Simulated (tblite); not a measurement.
Problem. What does the GFN2-xTB structure of `CC(C)([CH]O)CCF` [radical] look like in three dimensions? (Doublet state.)

Solution. 
Z-matrix in Å and degrees, rows numbered from 1:
```
C 
C   1  1.5430
C   2  1.5306  1  108.77
C   2  1.4892  1  110.23  3   119.07
O   4  1.3685  2  122.55  1    60.91
C   2  1.5543  1  107.22  3  -119.39
C   6  1.5217  2  113.36  1  -176.44
F   7  1.3767  6  109.61  2   174.59
H   1  1.0871  2  110.07  3   -61.78
H   1  1.0888  2  111.66  3   177.85
H   1  1.0871  2  110.21  3    57.98
H   3  1.0870  2  109.97  1    56.08
H   3  1.0862  2  111.01  1   175.60
H   3  1.0871  2  110.50  1   -63.61
H   4  1.0730  2  122.48  1  -136.93
H   5  0.9642  4  109.23  2   -13.51
H   6  1.0932  2  109.69  1   -56.19
H   6  1.0918  2  109.31  1    61.53
H   7  1.0934  6  112.37  2   -67.45
H   7  1.0948  6  111.41  2    56.71
```

The C–C distances run from 1.489 Å (C2–C4, drawn single) to 1.554 Å (C2–C6, drawn single), a spread of 0.065 Å. O5 (oxygen bonded to C and H) is bent (angle 109.2°). C4 (carbon bonded to C, O and H) is almost planar (angles 122.5°, 122.5° and 112.8°, sum 357.9°, 0.11 Å off the plane of its three neighbours). Of the pairs four or more bonds apart, H10···H16 is among the closest relative to their van der Waals radii: 2.19 Å, 91 % of the sum of Bondi's values.

Structure optimised with GFN2-xTB, isolated species. This method treats the open shell by occupation alone, without spin polarisation.

Point group: C1 (no symmetry element, even within 0.4 Å). Its GFN2-xTB frequencies are all real (lowest 37 cm⁻¹). Torsions: C1–C2–C4–O5 61°, C2–C4–O5–H -14°, C1–C2–C6–C7 -176°, C2–C6–C7–F8 175°. 3 starts were optimised and ended at 0.00, 0.77 and 1.12 kcal/mol (GFN2-xTB); the lowest of these is shown.

One conformer stands for the species.

All values are computed, not measured.
